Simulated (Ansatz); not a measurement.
Calculated with Ansatz (gas phase, PBE0-D4/def2-TZVP geometries, no zero-point term in ΔE). CCSD(T)/CBS is the MP2 limit (def2-TZVPP, def2-QZVPP) plus CCSD(T) − MP2 in def2-TZVPP, frozen cores.

Reaction (formal exchange of groups at a C–C bond): `CC(C)[SiH3]` + `Cc1ccc[nH]1` → `Cc1ccc(C)[nH]1` + `CC[SiH3]`

`CC(C)[SiH3]`:

Z-matrix (Å, degrees):
```
C
C 1 1.526
H 1 1.093 2 112.1
H 1 1.095 2 110.9 3 120.4
H 1 1.095 2 111.1 3 -120.4
C 2 1.526 1 111.4 3 -177.7
Si 2 1.884 1 111.1 3 57.8
H 2 1.098 1 108.5 3 -58.4
H 6 1.093 2 112.1 1 177.6
H 6 1.094 2 111.1 1 -61.9
H 6 1.095 2 110.9 1 57.3
H 7 1.489 2 110.8 1 -178.1
H 7 1.490 2 109.9 1 62.2
H 7 1.489 2 110.8 1 -57.5
```

`Cc1ccc[nH]1`:

Z-matrix (Å, degrees):
```
C
C 1 1.484
H 1 1.095 2 112.1
H 1 1.095 2 112.1 3 -121.1
H 1 1.090 2 109.8 3 119.5
C 2 1.373 1 131.1 3 -119.3
N 2 1.366 1 122.0 3 60.7
C 6 1.418 2 107.9 1 180.0
H 6 1.079 2 125.2 1 -0.0
C 7 1.366 2 110.5 1 -180.0
H 7 1.004 2 124.6 1 0.0
H 8 1.079 6 127.0 2 180.0
H 10 1.078 7 121.3 2 180.0
```

`Cc1ccc(C)[nH]1`:

Z-matrix (Å, degrees):
```
C
C 1 1.484
H 1 1.095 2 112.1
H 1 1.095 2 112.1 3 121.1
H 1 1.090 2 109.7 3 -119.5
C 2 1.371 1 131.2 3 118.9
N 2 1.370 1 122.0 3 -61.0
C 6 1.420 2 107.8 1 -180.0
H 6 1.079 2 125.3 1 0.1
C 7 1.370 2 110.9 1 180.0
H 7 1.004 2 124.6 1 -0.1
H 8 1.079 6 127.0 2 180.0
C 10 1.484 7 122.0 2 -180.0
H 13 1.095 10 112.1 7 61.0
H 13 1.090 10 109.7 7 -179.5
H 13 1.095 10 112.1 7 -60.1
```

`CC[SiH3]`:

```xyz
11

C    -0.278    0.651   -1.232
C     0.616    0.358   -0.030
Si   -0.143   -0.852    1.186
H     0.192    1.358   -1.921
H    -1.234    1.080   -0.923
H    -0.498   -0.260   -1.796
H     0.848    1.283    0.509
H     1.579   -0.048   -0.359
H    -0.423   -2.153    0.517
H    -1.430   -0.319    1.712
H     0.770   -1.099    2.335
```

```csv
species,SCS-MP2/def2-QZVPP energy (Eh)
`CC(C)[SiH3]`,-409.15835
`Cc1ccc[nH]1`,-249.03131
`Cc1ccc(C)[nH]1`,-288.27291
`CC[SiH3]`,-369.92262
```

Task: Work out ΔE.

Result: ΔE = (-288.27291) + (-369.92262) − (-409.15835) − (-249.03131) = -0.00587 Eh = -0.16 eV. CCSD(T)/CBS gives -0.15 eV.

Largest T1 diagnostic among the species: 0.011.

Leaving LDA and LC-ωPBE aside and taking each functional with its dispersion term where it has one, the values, not all of them listed here, spread over 0.03 eV, from B97M-V to ωB97M-V. In def2-TZVPP, CCSD(T) changes the Hartree–Fock value by +0.06 eV (the triples alone add +0.01 eV) and MP2 by +0.06 eV.
